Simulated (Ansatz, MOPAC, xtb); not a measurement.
Noncovalent pair: C2H3N (SMILES CC#N) (first 6 atoms) with CH5N (SMILES CN); geometry from B3LYP-D3(BJ)/def2-TZVP, rigid monomers moved along the line of their centres of mass till H5···N8 is 4.28 Å.
(charge 0, multiplicity 1):
```xyz
13

C      0.19250     1.30181     0.16282
C     -0.63659     0.10867     0.14241
N     -1.29260    -0.83564     0.16214
H     -0.28917     2.10573    -0.39425
H      0.32422     1.60197     1.20468
H      1.16360     1.09381    -0.28701
C      1.03850    -0.72169     5.48817
N      0.03043     0.32080     5.28248
H      1.96133    -0.26675     5.85203
H      1.25745    -1.19824     4.53202
H      0.74664    -1.50955     6.19371
H     -0.21509     0.76005     6.16157
H     -0.81802    -0.08635     4.90552
```

Interaction energies are E(AB) − E(A) − E(B) at the monomers' geometry in the complex; basis-set methods are counterpoise corrected.

Correlated levels freeze the cores. The state that AM1 reach isn't checked.

The values were computed with Ansatz (a first-principles code); MOPAC for AM1 (differences of heats of formation); xtb for the GFN methods. Each number belongs to the level named beside it.

Problem. What interaction energy does AM1 give?

Solution. -0.5 kcal/mol
